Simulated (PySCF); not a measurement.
SCF from a fresh guess for triplet [IrO2]+, at the PBE0 minimum. PySCF input:

```python
from pyscf import gto, scf, dft
mol = gto.M(atom='''
Ir     0.099910     0.000000    -0.000000
O     -0.602660    -1.508400    -0.000000
O     -0.602660     1.508400     0.000000''',
    basis={'Ir': 'def2-TZVP', 'O': 'def2-TZVP'},
    ecp={'Ir': 'def2-TZVP'},
    charge=1, spin=2)
mf = dft.UKS(mol, xc='PBE')
mf.grids.atom_grid = (50, 194)
aux = {'Ir': 'def2-universal-JKFIT', 'O': 'def2-universal-JKFIT'}
mf = mf.density_fit(auxbasis=aux)
mf.conv_tol = 1e-08
mf.diis_space = 10
mf.max_cycle = 60
mf.init_guess = 'minao'
mf.verbose = 4
mf.kernel()
```

Excerpt of the output (cycles alone):

```
init E= -238.211039311445
cycle= 1 E= -254.092900202549  delta_E= -15.9  |g|= 0.833  |ddm|= 5.93
cycle= 2 E= -249.486274024118  delta_E= 4.61  |g|= 3.21  |ddm|= 3.33
cycle= 3 E= -254.33920511197  delta_E= -4.85  |g|= 0.0934  |ddm|= 3.03
cycle= 4 E= -254.339585424812  delta_E= -0.00038  |g|= 0.0887  |ddm|= 0.181
cycle= 5 E= -254.342592330157  delta_E= -0.00301  |g|= 0.0197  |ddm|= 0.078
cycle= 6 E= -254.342730761028  delta_E= -0.000138  |g|= 0.007  |ddm|= 0.0205
cycle= 7 E= -254.342747594071  delta_E= -1.68e-05  |g|= 0.00178  |ddm|= 0.00498
cycle= 8 E= -254.342748963149  delta_E= -1.37e-06  |g|= 0.000458  |ddm|= 0.00161
cycle= 9 E= -254.34274905907  delta_E= -9.59e-08  |g|= 0.000144  |ddm|= 0.000419
cycle= 10 E= -254.342749070604  delta_E= -1.15e-08  |g|= 4.41e-05  |ddm|= 0.000185
cycle= 11 E= -254.342749071672  delta_E= -1.07e-09  |g|= 2.01e-05  |ddm|= 6.97e-05
Extra cycle  E= -254.342749066568  delta_E= 5.1e-09  |g|= 0.00012  |ddm|= 7.22e-05
converged SCF energy = -254.342749066568  <S^2> = 2.0028158  2S+1 = 3.0018766
```

No lower solution of this spin was found from smeared starts or by a stability analysis within the unrestricted form.

Other spin states or occupations of the open shell can lie lower. No spin–orbit coupling is included, which matters more the heavier the element.

The search for the lowest solution, 3 starts and the stability check together, took 27 s on 4 threads of a shared Intel Xeon @ 2.50GHz (Skylake/Cascade Lake) host, with 102 basis functions; the process peaked at 0.37 GiB. Launch command: `OMP_NUM_THREADS=4 python axn.py task.json out`.
